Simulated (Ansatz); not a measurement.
Program: Ansatz. Geometries: PBE0-D4/def2-TZVP. ΔE: electronic, gas phase. CCSD(T)/CBS is the MP2 limit (def2-TZVPP, def2-QZVPP) plus CCSD(T) − MP2 in def2-TZVPP, frozen cores. Functionals use def2-TZVPP. def2 core potentials past Kr. For In, Se outer-core shells are correlated without core-valence functions, which leaves a few kJ/mol of doubt a bond. Scalar relativity is left out up to krypton. One conformer a species, not always the lowest.

Consider the ligand exchange at the Se–In bond: `[F][In]([F])[SeH]` + `OPO` → `OP(O)[SeH]` + `[F][InH][F]`.

`[F][In]([F])[SeH]`:

Cartesian coordinates in Å:
```
F 0.648 -0.145 -1.980
In -0.440 -0.219 -0.382
F -2.212 -0.888 -0.764
Se 0.346 0.457 1.848
H 1.659 0.796 1.279
```

`OPO`:

Z-matrix (Å, degrees):
```
P
O 1 1.632
O 1 1.647 2 104.0
H 1 1.428 2 98.9 3 94.9
H 2 0.963 1 114.2 3 -52.9
H 3 0.961 1 110.6 2 -99.7
```

`OP(O)[SeH]`:

Cartesian coordinates in Å:
```
O 0.245 0.938 -1.126
P -0.820 0.252 -0.103
O -0.096 0.893 1.205
Se -0.101 -1.940 -0.083
H 0.144 0.586 -2.016
H -0.673 0.832 1.973
H 1.301 -1.561 0.150
```

`[F][InH][F]`:

Z-matrix (Å, degrees):
```
In
F 1 1.935
F 1 1.935 2 106.8
H 1 1.681 2 126.6 3 180.0
```

CCSD(T)/CBS gives +0.77 eV.

(1) Another level gave +0.82 eV. Which?
A. LDA (SPW92)/def2-TZVPP
B. r2SCAN-D4/def2-TZVPP
C. CCSD/def2-TZVPP
D. PBE0-D4/def2-TZVPP

Largest T1 diagnostic among the species: 0.017.

Answers

(1) C. CCSD/def2-TZVPP 0.82, PBE0-D4 0.67, r2SCAN-D4 0.61, LDA (SPW92) 0.50 eV.

From PBE to PBE0 (25 % exact exchange), in def2-TZVPP and without D4, ΔE moves by +0.08 eV. At CCSD(T), def2-SVP lies +0.15 eV from the extrapolated value and def2-TZVPP +0.01 eV. In def2-TZVPP, CCSD(T) changes the Hartree–Fock value by −0.17 eV (the triples alone add −0.04 eV) and MP2 by −0.16 eV.
